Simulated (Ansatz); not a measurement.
```xyz
13

C     1.0229   -1.4845    1.3624
Zr   -0.7637   -0.7091    0.3181
O    -1.1602   -1.9921   -1.0325
Cl   -2.4784   -0.4763    1.9355
O    -0.2256    0.9927   -0.4113
Si    0.1717    2.4268   -1.0998
H     0.8212   -2.4679    1.8020
H     1.3202   -0.8071    2.1712
H     1.8733   -1.5898    0.6795
H    -1.4627   -2.4814   -1.7923
H    -0.8104    2.7604   -2.1642
H     0.1635    3.4967   -0.0698
H     1.5282    2.3316   -1.6987
```

Total charge 0; spin multiplicity 1. Zr takes the def2 core potential.

Problem. List the ωB97M-V/def2-TZVPP orbital energies in eV (Ansatz 0.2.0). (An estimate is asked.)

Solution. Ansatz gave: Occupied: -2771.32, -1807.50, -526.40, -526.22, -280.51, -261.73, -199.14, -199.11, -199.10, -148.50, -102.64, -102.59, -102.59, -62.17, -38.90, -38.63, -38.26, -30.06, -29.58, -24.67, -21.37, -17.93, -17.00, -14.51, -13.87, -13.79, -13.54, -13.32, -12.78, -12.51, -12.19, -11.60, -11.39, -11.37, -11.17, -10.07. Lowest empty: 0.59, 1.08, 1.29, 1.37, 1.49, 1.56, 1.92, 2.14.
